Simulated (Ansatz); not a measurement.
Reaction (ligand exchange at a Ge–O bond): `Cl[SiH](Cl)[O][GeH3]` + H₂S → `[SH][GeH3]` + `O[SiH](Cl)Cl`

Program: Ansatz. Geometries: PBE0-D4/def2-TZVP. ΔE: electronic, gas phase. CCSD(T)/CBS is the MP2 limit (def2-TZVPP, def2-QZVPP) plus CCSD(T) − MP2 in def2-TZVPP, frozen cores. This one scheme is used for every species. For Ge outer-core shells are correlated without core-valence functions, which leaves a few kJ/mol of doubt a bond. Scalar relativity is left out up to krypton. One conformer a species, not always the lowest.

```tsv
species	HF/def2-TZVPP energy (Eh)
`Cl[SiH](Cl)[O][GeH3]`	-3360.75147
H₂S	-398.70765
`[SH][GeH3]`	-2475.25657
`O[SiH](Cl)Cl`	-1284.19943
```

**Question.** Work out ΔE.

**Answer.** ΔE = (-2475.25657) + (-1284.19943) − (-3360.75147) − (-398.70765) = 0.00312 Eh = +8.2 kJ/mol. CCSD(T)/CBS gives +0.7 kJ/mol.

Largest T1 diagnostic among the species: 0.011.

Leaving LDA and LC-ωPBE aside and taking each functional with its dispersion term where it has one, the values, not all of them listed here, spread over 17.4 kJ/mol, from PBE-D4 to BHLYP-D4. From BLYP to BHLYP (50 % exact exchange), in def2-TZVPP and without D4, ΔE moves by +6.2 kJ/mol. At CCSD(T), def2-SVP lies +11.9 kJ/mol from the extrapolated value and def2-TZVPP +3.2 kJ/mol.
